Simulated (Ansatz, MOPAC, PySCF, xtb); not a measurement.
Complex: HF (SMILES F) (first 2 atoms) with C2H2 (SMILES C#C); geometry from B3LYP-D3(BJ)/def2-TZVP, rigid monomers moved along the line of their centres of mass till H2···C3 is 3.05 Å.
(charge 0, multiplicity 1):
```xyz
6

F     -0.0325    -0.0116     0.3487
H     -0.0182    -0.0044     1.2833
C      0.2680    -0.5298     4.2776
C     -0.2172     0.5658     4.2766
H      0.6990    -1.5025     4.2865
H     -0.6480     1.5385     4.2838
```

Monomers are frozen at their geometry in the pair; levels with a basis set take the counterpoise correction.

The state that AM1 reach isn't checked.

Programs: Ansatz (a first-principles code) with Gaussian orbitals; MOPAC for AM1 (differences of heats of formation); PySCF for the dispersion terms; xtb for the GFN methods. 

Problem. One of these levels gives -21.4 meV for the interaction energy. Name it.
A. r2SCAN-D4/def2-TZVPPD
B. AM1
C. GFN1-xTB

Solution. B, AM1. The others give -35.5 (GFN1-xTB), -108.8 (r2SCAN-D4/def2-TZVPPD)
